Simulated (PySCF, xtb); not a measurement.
C4H2N2, SMILES C(=N\C#N)/C#C.

Harmonic wavenumbers (cm⁻¹) from xtb 6.7.1 with GFN2-xTB at its own minimum, in rising order: 113, 116, 230, 307, 488, 531, 533, 662, 666, 861, 1006, 1124, 1301, 1673, 2230, 2335, 2875, 3384.

Q: What does PBE0-D3(BJ)/def2-SVP (PySCF 2.14.0) give at its own minimum? (Estimate from the structure and the level; the computed values follow.)

A: 125, 132, 261, 364, 556, 582, 589, 714, 747, 996, 1038, 1106, 1378, 1720, 2235, 2359, 3103, 3480. Paired by order, the mean absolute difference is 60 cm⁻¹ and the zero-point energies are 29.2 and 30.7 kcal/mol.
